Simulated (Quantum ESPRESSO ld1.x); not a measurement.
Problem. Radial electron density D(r) = 4 pi r^2 rho(r) of an atom or ion with 11 electrons. All-electron calculation, Dirac Kohn-Sham, exchange-only B88, spin-unpolarised, spherical densities, point nucleus. Program: ld1.x of Quantum ESPRESSO 7.5.

| r (bohr) | D(r) (e/bohr) |
|---|---|
| 0.007148 | 0.7673 |
| 0.008059 | 0.9515 |
| 0.009087 | 1.176 |
| 0.01025 | 1.449 |
| 0.01164 | 1.803 |
| 0.01313 | 2.203 |
| 0.0148 | 2.679 |
| 0.01682 | 3.279 |
| 0.01897 | 3.939 |
| 0.02139 | 4.697 |
| 0.02431 | 5.619 |
| 0.02741 | 6.585 |
| 0.0309 | 7.640 |
| 0.03484 | 8.764 |
| 0.0396 | 10.00 |
| 0.04465 | 11.16 |
| 0.05034 | 12.25 |
| 0.05721 | 13.27 |
| 0.06451 | 14.00 |
| 0.07273 | 14.46 |
| 0.08267 | 14.58 |
| 0.09321 | 14.31 |
| 0.1051 | 13.67 |
| 0.1185 | 12.74 |
| 0.1347 | 11.54 |
| 0.1518 | 10.39 |
| 0.1712 | 9.406 |
| 0.1946 | 8.721 |
| 0.2194 | 8.551 |
| 0.2473 | 8.876 |
| 0.2811 | 9.686 |
| 0.317 | 10.69 |
| 0.3574 | 11.69 |
| 0.4029 | 12.41 |
| 0.458 | 12.63 |
| 0.5164 | 12.18 |
| 0.5822 | 11.11 |
| 0.6617 | 9.416 |
| 0.7461 | 7.551 |
| 0.8412 | 5.669 |
| 0.956 | 3.888 |
| 1.078 | 2.581 |
| 1.215 | 1.672 |
| 1.37 | 1.119 |
| 1.557 | 0.8144 |
| 1.756 | 0.6806 |
| 1.98 | 0.5998 |
| 2.25 | 0.5097 |
| 2.537 | 0.4038 |
| 2.861 | 0.2875 |
| 3.251 | 0.1746 |
| 3.666 | 0.09486 |
| 4.133 | 0.04428 |
| 4.66 | 0.01747 |
| 5.297 | 0.005276 |
| 5.972 | 0.001384 |
| 6.733 | 0.0002879 |

What is the nuclear charge?

Solution. Z = 13. The innermost maximum, from 1s, lies near gamma/Z bohr with gamma = sqrt(1 - (Z/c)^2) = 0.995, here 0.0766 bohr (found: 0.0807), and its height grows with Z. The density is that of the aluminium ion Al2+ in [Ne] 3s1; the configuration itself is not fixed sharply by these data, and Z only to about a unit. D(r) has 2 maxima, at r = 0.0807, 0.447 bohr, and minima at 0.216 bohr, inside which lie 2.21 electrons.
